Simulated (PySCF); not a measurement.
# Polarisability and C₆ of Ca (calcium, neutral)

[Ar] 4s2, closed-shell 1S. Calculation: PySCF 2.14, in aug-cc-pwCVTZ-X2C with one added diffuse shell each of s, p, d, f type (10s9p7d4f, 100 functions); scalar relativity by spin-free X2C-1e. Coupled (time-dependent) response in atomic units; α is the mean over directions.

| method | mean α (bohr³) | C₆ (like pair) | S(−4) |
| --- | --- | --- | --- |
| B3LYP | 151.5 | 2051 | 11460 |

S(−4) is the Cauchy moment in α(ω) = α(0) + S(−4) ω² + …

Reference α: 160.8 ± 4 bohr³ (recommended; Schwerdtfeger and Nagle, table of static dipole polarizabilities (2023 update)). Published C₆: 2163 (Chu and Dalgarno (2004); Tang, Norbeck and Certain (1976)).

α(iu) at B3LYP:

| u (hartree) | α(iu) (bohr³) |
| --- | --- |
| 0 | 151.5 |
| 0.0500 | 127.5 |
| 0.100 | 87.16 |
| 0.200 | 40.01 |
| 0.300 | 22.25 |
| 0.500 | 10.45 |
| 0.750 | 5.959 |
| 1.00 | 4.063 |
| 1.50 | 2.330 |
| 2.00 | 1.523 |
| 3.00 | 0.7979 |
| 5.00 | 0.3370 |

A single London oscillator, α(iu) = α/(1 + u²/ω²), gives C₆ = (3/4) ω α². Matching the computed C₆ needs ω = 4 × 2051 / (3 × 151.5²) = 0.119 hartree.
